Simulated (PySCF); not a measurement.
# How methods differ on the excitation energy of Ni

Ni [Ar] 3d8 4s2 (3F) → Ni [Ar] 3d9 4s1 (3D), as a difference of total energies. Calculation: PySCF 2.14, in aug-cc-pVTZ; no relativity, point nucleus. Correlated levels: valence: [Ar] frozen. The calculations carry no spin-orbit coupling.

```json
{"method": "UHF", "excitation energy (cm⁻¹)": "11212"}
{"method": "MP2 (valence)", "excitation energy (cm⁻¹)": "-6761.5"}
{"method": "SCS-MP2 (valence)", "excitation energy (cm⁻¹)": "-3725.5"}
{"method": "CCSD (valence)", "excitation energy (cm⁻¹)": "895.42"}
{"method": "CCSD(T) (valence)", "excitation energy (cm⁻¹)": "-516.78"}
```
